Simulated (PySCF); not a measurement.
antimony atom (Sb), quartet (all electrons, no relativity); M062X/STO-3G in PySCF.

Here is a job for PySCF.
```python
from pyscf import gto, scf, dft

mol = gto.Mole()
mol.atom = '''
    Sb    0.000000    0.000000    0.000000
'''
mol.basis = 'sto-3g'
mol.charge = 0
mol.spin = 3
mol.verbose = 4
mol.build()

mf = dft.UKS(mol)
mf.xc = 'm062x'
mf.kernel()
```

The log (banner, timings and long lists left out):

```
PySCF version 2.14.0

[INPUT] verbose = 4
[INPUT] num. atoms = 1
[INPUT] num. electrons = 51
[INPUT] charge = 0
[INPUT] spin (= nelec alpha-beta = 2S) = 3
[INPUT] symmetry False subgroup None
[INPUT] Mole.unit = angstrom
[INPUT] Symbol           X                Y                Z      unit          X                Y                Z       unit  Magmom
[INPUT]  1 Sb     0.000000000000   0.000000000000   0.000000000000 AA    0.000000000000   0.000000000000   0.000000000000 Bohr   0.0

nuclear repulsion = 0
number of shells = 11
number of NR pGTOs = 81
number of NR cGTOs = 27
basis = sto-3g
ecp = {}

******** <class 'pyscf.dft.uks.UKS'> ********
method = UKS
initial guess = minao
damping factor = 0
level_shift factor = 0
DIIS = <class 'pyscf.scf.diis.CDIIS'>
diis_start_cycle = 1
diis_space = 8
diis_damp = 0
SCF conv_tol = 1e-09
SCF conv_tol_grad = None
SCF max_cycles = 50
direct_scf = True
direct_scf_tol = 1e-13
number electrons alpha = 27  beta = 24
XC library pyscf.dft.libxc version 7.1.2
    S. Lehtola, C. Steigemann, M. J. T. Oliveira, and M. A. L. Marques,  SoftwareX 7, 1–5 (2018)
XC functionals = m062x
    Y. Zhao and D. G. Truhlar,  Theor. Chem. Acc. 120, 215 (2008)
    Y. Zhao and D. G. Truhlar,  Theor. Chem. Acc. 120, 215 (2008)
radial grids:
    Treutler-Ahlrichs [JCP 102, 346 (1995); DOI:10.1063/1.469408] (M4) radial grids

becke partition: Becke, JCP 88, 2547 (1988); DOI:10.1063/1.454033
pruning grids: <function nwchem_prune>
grids dens level: 3
symmetrized grids: False
atomic radii adjust function: <function treutler_atomic_radii_adjust>
small_rho_cutoff = 0
Set gradient conv threshold to 3.16228e-05
tot grids = 21960
init E= -6235.17544599599
cycle= 1 E= -6253.58309517881  delta_E= -18.4  |g|= 0.102  |ddm|=  1.5
cycle= 2 E= -6253.58585901984  delta_E= -0.00276  |g|= 0.00505  |ddm|= 0.0522
cycle= 3 E= -6253.58586635459  delta_E= -7.33e-06  |g|= 2.99e-05  |ddm|= 0.00278
cycle= 4 E= -6253.58586635478  delta_E= -1.96e-10  |g|= 4.03e-08  |ddm|= 1.36e-05
Extra cycle  E= -6253.58586635478  delta_E= 1.82e-12  |g|= 2.03e-09  |ddm|= 2.08e-08
converged SCF energy = -6253.58586635478  <S^2> = 3.75  2S+1 = 4
```
